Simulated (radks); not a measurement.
The numbers below are computed, except where a source is named.
Problem. The mean radii <r> (bohr) of the occupied orbitals of an atom or ion are listed with their occupations. Level of theory: non-relativistic Kohn-Sham, PBE, spin-polarised, spherical densities, point nucleus (a radial shooting solver on a logarithmic mesh with Libxc functionals).

| orbital | occ. | <r> |
|---|---|---|
| 1s up | 1 | 0.02680 |

Name the element and its charge. Open shells, if any, are filled with parallel spins first.

Solution. Z = 56, barium, charge +55: Ba55+ in 1s1. The 1s radius gives Z: for a bare nucleus <r> = 1.5/Z, 0.02679 bohr for Z = 56, and the self-interaction of the functional makes it slightly larger (0.02680 here). The occupations add up to 1, and the charge is Z minus that.
